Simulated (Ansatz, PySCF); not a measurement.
Isomers of CH7GeN: 1 is [GeH2]([CH3])[NH2], 2 is C[NH][GeH3]; one conformer of each (the lowest of an xTB search), B3LYP-D3(BJ)/def2-TZVP minima.
Isomer 1 (charge 0, multiplicity 1, Z-matrix in Å and degrees):
```
Ge
H 1 1.5410
H 1 1.5526 2 108.56
N 1 1.8584 2 105.74 3 -122.26
H 4 1.0120 1 113.92 2 50.36
H 4 1.0123 5 107.95 1 -127.53
C 1 1.9579 2 112.20 3 121.36
H 7 1.0892 1 109.70 2 58.14
H 7 1.0900 8 109.16 1 121.34
H 7 1.0904 8 108.77 9 118.17
```
Isomer 2 (charge 0, multiplicity 1, Z-matrix in Å and degrees):
```
N
H 1 1.0111
C 1 1.4592 2 111.58
H 3 1.0924 1 109.40 2 172.65
H 3 1.0926 4 107.12 1 119.28
H 3 1.0992 4 107.50 5 115.75
Ge 1 1.8498 2 112.60 3 -135.71
H 7 1.5368 1 107.06 2 -44.45
H 7 1.5384 8 111.54 1 116.64
H 7 1.5509 8 109.68 9 120.12
```

No zero-point or thermal terms.

Rows in 3-21G carry no dispersion term and start afresh at each structure; the Pople sets are all-electron and without relativity.

Codes used: Ansatz (Gaussian basis) for Hartree–Fock, density functionals and correlated methods; PySCF for 3-21G rows, the dispersion terms. Values without a source in brackets are computed.

Question: One of these levels gives 18.05 kcal/mol for the electronic energy of isomer 2 less that of isomer 1. Which?
A. HF/3-21G
B. r2SCAN/def2-TZVPP
C. BLYP-D4/def2-TZVPP

Answer: B, r2SCAN/def2-TZVPP. The others give 22.42 (HF/3-21G), 16.53 (BLYP-D4/def2-TZVPP)

Ansatz is a program for electronic structure.
